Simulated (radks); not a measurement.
Task: The mean radii <r> (bohr) of the occupied orbitals of an atom or ion are listed with their occupations. Calculated with a radial shooting solver on a logarithmic mesh with Libxc functionals: scalar-relativistic Kohn-Sham, LB94 model potential, spin-polarised, spherical densities, finite nucleus; Fermi nuclear charge, rms radius of each element as measured or else 0.836 A^(1/3) + 0.57 fm.

orbital  occ.      <r>
1s          2  0.06626
2s          2   0.3070
2p          6   0.2725
3s          2   0.9104
3p          6   0.9467

Name the element and its charge. Open shells, if any, are filled with parallel spins first.

Result: Z = 23, vanadium, charge +5: V5+ in [Ar]. The 1s radius gives Z: for a bare nucleus <r> = (2 gamma + 1)/(2Z) with gamma = sqrt(1 - (Z/c)^2), 0.0646 bohr for Z = 23, and screening makes it slightly larger (0.06626 here). The occupations add up to 18, and the charge is Z minus that.
